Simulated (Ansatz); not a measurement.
CH7GeNS (`[CH3][GeH]([NH2])[SH]`), relaxed with RKS PBE-D4/def2-SVP in Ansatz from a rough embedded geometry. The force threshold is 0.03 eV/Å; the program also tests the step.

Total charge 0; spin multiplicity 1.

Start:

```xyz
11

C    -0.443    1.149    0.755
Ge    0.141   -0.195   -0.419
N    -0.517   -1.806    0.166
S     2.357   -0.329   -0.400
H    -0.075    0.996    1.816
H    -1.581    1.238    0.805
H    -0.071    2.155    0.446
H    -0.382    0.059   -1.823
H    -1.610   -1.790    0.093
H    -0.243   -2.557   -0.553
H     2.424    1.081   -0.885
```

(1) How much energy does the relaxation release, and in how many steps? (Estimate.)

(2) Which bonds change most? (An estimate is asked.)

(3) Give the relaxed structure. (Estimate.)

Results:

(1) Computed: 48.37 kJ/mol, in 13 steps, 3 of them rejected.

(2) Ansatz gave: S4–H11 from 1.492 to 1.362 Å; C1–Ge2 from 1.878 to 1.958 Å; N3–H9 from 1.095 to 1.027 Å; N3–H10 from 1.075 to 1.026 Å.

(3) The calculation gave: 
```xyz
11

C    -0.605    1.205    0.857
Ge    0.132   -0.080   -0.424
N    -0.447   -1.755    0.114
S     2.376   -0.234   -0.280
H    -0.318    0.903    1.883
H    -1.711    1.239    0.786
H    -0.205    2.217    0.654
H    -0.191    0.343   -1.897
H    -1.465   -1.820    0.228
H    -0.143   -2.513   -0.508
H     2.577    0.495   -1.413
```
